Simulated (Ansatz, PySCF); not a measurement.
Ga(Cl)2(NHMe) (CH4Cl2GaN), SMILES C[NH][Ga]([Cl])[Cl]. Atoms are numbered in the order given.

```xyz
9

Ga    -0.0366    -0.1009     0.1002
Cl    -0.4027    -0.9476     2.0387
Cl     1.3045     1.5673    -0.1012
N     -0.8399    -0.7703    -1.3669
C     -0.6873    -0.3021    -2.7329
H     -1.4701    -1.5582    -1.2530
H     -1.6443     0.0430    -3.1659
H     -0.2791    -1.0839    -3.3996
H      0.0100     0.5486    -2.7612
```
Charge 0, spin multiplicity 1.

The structure is a stationary point at B3LYP-D3(BJ)/def2-SVP. The structure was generated by enumeration; whether it is a known compound was not checked. One conformer was computed; it need not be the lowest.

Two levels are set side by side: PBE-D3(BJ)/def2-SVP (Ansatz, a quantum-chemistry and plane-wave program) and B3LYP-D3(BJ)/def2-SVP (Ansatz). Each level has its own optimised geometry; the coordinates shown are those of the second. Frequencies come from the Hessian of PySCF at each geometry. Differences are taken from unrounded values.

```json
[
 {"quantity": "mean bond length (Å)", "B3LYP-D3(BJ)": "1.485", "PBE-D3(BJ)": "1.490", "PBE-D3(BJ) minus B3LYP-D3(BJ)": "0.006"},
 {"quantity": "bond Ga1–Cl2 (Å)", "B3LYP-D3(BJ)": "2.147", "PBE-D3(BJ)": "2.150", "PBE-D3(BJ) minus B3LYP-D3(BJ)": "0.003"},
 {"quantity": "bond Ga1–Cl3 (Å)", "B3LYP-D3(BJ)": "2.150", "PBE-D3(BJ)": "2.153", "PBE-D3(BJ) minus B3LYP-D3(BJ)": "0.004"},
 {"quantity": "bond Ga1–N4 (Å)", "B3LYP-D3(BJ)": "1.802", "PBE-D3(BJ)": "1.809", "PBE-D3(BJ) minus B3LYP-D3(BJ)": "0.007"},
 {"quantity": "bond N4–C5 (Å)", "B3LYP-D3(BJ)": "1.452", "PBE-D3(BJ)": "1.452", "PBE-D3(BJ) minus B3LYP-D3(BJ)": "0.000"},
 {"quantity": "bond N4–H6 (Å)", "B3LYP-D3(BJ)": "1.015", "PBE-D3(BJ)": "1.022", "PBE-D3(BJ) minus B3LYP-D3(BJ)": "0.007"},
 {"quantity": "bond C5–H7 (Å)", "B3LYP-D3(BJ)": "1.106", "PBE-D3(BJ)": "1.114", "PBE-D3(BJ) minus B3LYP-D3(BJ)": "0.008"},
 {"quantity": "bond C5–H8 (Å)", "B3LYP-D3(BJ)": "1.106", "PBE-D3(BJ)": "1.114", "PBE-D3(BJ) minus B3LYP-D3(BJ)": "0.008"},
 {"quantity": "bond C5–H9 (Å)", "B3LYP-D3(BJ)": "1.100", "PBE-D3(BJ)": "1.108", "PBE-D3(BJ) minus B3LYP-D3(BJ)": "0.008"},
 {"quantity": "highest harmonic wavenumber (cm⁻¹)", "B3LYP-D3(BJ)": "3596", "PBE-D3(BJ)": "3525", "PBE-D3(BJ) minus B3LYP-D3(BJ)": "-71"},
 {"quantity": "mean harmonic wavenumber (cm⁻¹)", "B3LYP-D3(BJ)": "1180", "PBE-D3(BJ)": "1149", "PBE-D3(BJ) minus B3LYP-D3(BJ)": "-31"},
 {"quantity": "zero-point energy (kcal/mol)", "B3LYP-D3(BJ)": "35.42", "PBE-D3(BJ)": "34.50", "PBE-D3(BJ) minus B3LYP-D3(BJ)": "-0.92"}
]
```

GGA bonds tend to be longer and softer than those of functionals with exact exchange. Differences between two approximate levels are no errors against the true value.
